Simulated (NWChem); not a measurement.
System: AlH3SO; SMILES [OH][AlH][SH]

```xyz
6

Al    -0.4720    -0.5887     0.0000
H     -1.9946    -1.0072     0.0000
O      0.8135    -1.7034     0.0000
H      0.7470    -2.6593     0.0000
S      0.0997     1.5134     0.0000
H      1.4197     1.2183     0.0000
```
Atoms are numbered in this order, from 1.

Level: PBE0/def2-SVP (NWChem), optimised geometry, unscaled harmonic frequencies. 

| frequency (cm⁻¹) | IR intensity (km/mol) |
|---|---|
| 184 | 9.0 |
| 276 | 64.0 |
| 322 | 69.1 |
| 488 | 82.5 |
| 491 | 151.1 |
| 504 | 135.3 |
| 611 | 51.6 |
| 703 | 95.7 |
| 887 | 153.8 |
| 1977 | 166.0 |
| 2712 | 1.0 |
| 3989 | 120.2 |

| Property | Result |
|---|---|
| zero-point energy | 18.8 kcal/mol |
| thermal correction to the enthalpy at 298.15 K (with zero-point energy) | 22.7 kcal/mol |
| heat capacity Cv | 17.3 cal/(mol K) |
| entropy at 298.15 K and 1 atm (symmetry number 1) | 71.7 cal/(mol K) |
| dipole moment | 2.11 D |

Rigid rotor and harmonic oscillator.
